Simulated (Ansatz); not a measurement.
The cluster K₂Na₂⁺. Charge 1, multiplicity 2. Geometry PBE/def2-TZVP, that of the neutral singlet; atoms count from 1.

```tsv
atom	x (Å)	y (Å)	z (Å)
Na1	-3.1641	-0.7332	1.1487
Na2	-0.6617	1.3501	-0.0116
K3	3.2084	1.3313	-1.2638
K4	0.6175	-1.9483	0.1267
```

The structure comes from a short search, and lower isomers may exist.

Q: Estimate the Mulliken populations from the PBE0/def2-TZVP orbitals of Ansatz.

A: 
```json
{"atom": "Na1", "charge (e)": "0.14", "spin (α − β)": "0.51"}
{"atom": "Na2", "charge (e)": "0.28", "spin (α − β)": "-0.11"}
{"atom": "K3", "charge (e)": "0.28", "spin (α − β)": "0.54"}
{"atom": "K4", "charge (e)": "0.30", "spin (α − β)": "0.06"}
```
Mulliken values and Mayer orders depend strongly on the basis.

Q: Where does the spin sit?

A: Summed by element: Na 0.40, K 0.60, of 1 unpaired in all. Largest on single atoms: K3 0.54, Na1 0.51, Na2 -0.11.

Q: And the Mayer bond orders between bonded heavy atoms (over 0.3)?

A: Na1–Na2 0.32 (3.46 Å); Na1–K4 0.31 (4.10 Å); Na2–K4 0.41 (3.54 Å); K3–K4 0.30 (4.40 Å).
